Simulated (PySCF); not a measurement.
**Structure from NMR data**

An unknown has the formula C₈H₁₁ClSi. Its calculated NMR data are:

1H NMR (500 MHz, computed): δ 7.67 (d, 2H), 7.50 (m, 1H), 7.48 (m, 2H), 0.57 (s, 6H).

13C{1H} NMR (computed): δ 142.2, 139.3, 136.0, 133.4, 3.1.

Computed data (PySCF): shieldings: GIAO PBE0/pcSseg-1, PBE0-D3(BJ)/def2-SVP structure. Gas phase, single conformer, no relativistic terms, rapidly exchanging positions averaged.

Chemical shifts δ = σref − σ; 1H, 13C against TMS, all at this level.

Deduce the structure.

Results:


- Rings plus π bonds: 4 (1 ring in the answer).
- 5 carbon signals for 8 carbons: some carbons are equivalent by symmetry or fast rotation.
- Carbon types of the structure: 1 × C, 5 × CH, 2 × CH3, which accounts for all hydrogens.
- δC 142.2: substituted aromatic carbon.
- δC 139.3, 136.0, 133.4: aromatic CH; the aromatic region.
- δC 3.1: methyl carbon bonded to Si; an electropositive neighbour leaves it electron-rich and shielded.
- δH 7.67, 7.50, 7.48: hydrogen on an aromatic CH; ring-current deshielding.
- δH 0.57: hydrogen on a methyl carbon bonded to Si; an electropositive neighbour shields it, as in TMS itself.

The compound is `C[Si](C)(Cl)c1ccccc1`.

The shifts were computed for this structure.

Shifts are as computed. Against solution values, carbons near 30 ppm lie about +2 ppm off and those near 130 ppm about +5 ppm. Of 1211 compounds with measured shifts, 218 miss one by over three times the rms of a fit or turn the order of signals round; such compounds aren't used in these exercises. Multiplicities follow the n + 1 count of equivalent neighbours, as no J values were calculated; m marks all less simple cases, F and P coupling included.
